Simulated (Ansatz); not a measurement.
A CCSD(T) single point on BrH₆NSi₂ (`N[SiH]([SiH3])Br`).

```yaml
crystal:
  periodic: [false, false, false]
  atoms:
    - {symbol: N, position_ang: [-0.486369, 1.721578, 0.103997]}
    - {symbol: Si, position_ang: [-0.488508, 0.105561, 0.652633]}
    - {symbol: Si, position_ang: [1.071060, -1.148338, -0.550846]}
    - {symbol: Br, position_ang: [-2.453904, -0.971670, 0.391630]}
    - {symbol: H, position_ang: [-0.524113, 1.921234, -0.883133]}
    - {symbol: H, position_ang: [-0.965545, 2.433061, 0.633970]}
    - {symbol: H, position_ang: [-0.265753, 0.138111, 2.117458]}
    - {symbol: H, position_ang: [0.972424, -2.578726, -0.163682]}
    - {symbol: H, position_ang: [0.770189, -1.010897, -2.001992]}
    - {symbol: H, position_ang: [2.453618, -0.660914, -0.297037]}
basis:
  gaussian: {orbitals: def2-SVP}
correlation: {method: ccsd_t}
```

```sh
$ ansatz run in.yaml --threads 4 --pin off --events-out ev --progress --plain
```

Output of Ansatz, abridged:

```
Functional definition: HF
  name "HF"
  cite "Fock, Z. Phys. 61, 126 (1930) doi:10.1007/BF01340294"
  parent pbe
  exchange = exact_x
  correlation = 0
1090 factors; integrals over basis functions are off by at most 1.2e-3 eV
mean field evaluation 1: about -87285.0127 eV, gradient 3.0e1 eV
mean field evaluation 2: about -87285.0269 eV, gradient 3.0e1 eV
mean field evaluation 4: about -87287.5013 eV, gradient 2.8e0 eV
mean field evaluation 8: about -87287.5383 eV, gradient 1.7e-1 eV
mean field evaluation 16: about -87287.5196 eV, gradient 4.7e-1 eV
mean field -87287.53845042 eV, -3207.7578724344 hartree, gradient 3.7e-6 eV, S^2 0.000000; 0 other end points of the search recorded, 0 dependent functions left out
20 core orbitals not correlated: weight in the atoms' cores, before any rotation towards them, 1.000 or more for the frozen orbitals, at most 0.000 for the correlated occupied ones
reference -87287.53845042 eV, -3207.7578724344 hartree; 18, 18 occupied and 74, 74 virtual orbitals, 1090 factors
second order -16.33526924 eV of doubles, -0.00000000 eV of singles
cycle   1  -17.10826427 eV  change   -7.7e-1 eV  update   8.8e-2
cycle   2  -17.58414580 eV  change   -4.8e-1 eV  update   2.7e-2
cycle   3  -17.63851917 eV  change   -5.4e-2 eV  update   1.1e-2
cycle   4  -17.63108823 eV  change    7.4e-3 eV  update   3.0e-3
cycle   5  -17.63185530 eV  change   -7.7e-4 eV  update   1.1e-3
cycle   6  -17.63151949 eV  change    3.4e-4 eV  update   3.3e-4
cycle   7  -17.63136133 eV  change    1.6e-4 eV  update   1.2e-4
cycle   8  -17.63140837 eV  change   -4.7e-5 eV  update   4.0e-5
cycle   9  -17.63141151 eV  change   -3.1e-6 eV  update   1.3e-5
perturbative correction -0.43256781 eV, -0.0158965738 hartree
Total energy: -87305.60242974 eV, -3208.4217114302 hartree
```

Run time 7 s (4 threads of a server CPU on a shared host); peak host memory 0.5 GiB.

Correlation energy per correlated electron: -0.502 eV. T1 diagnostic: 0.0094.
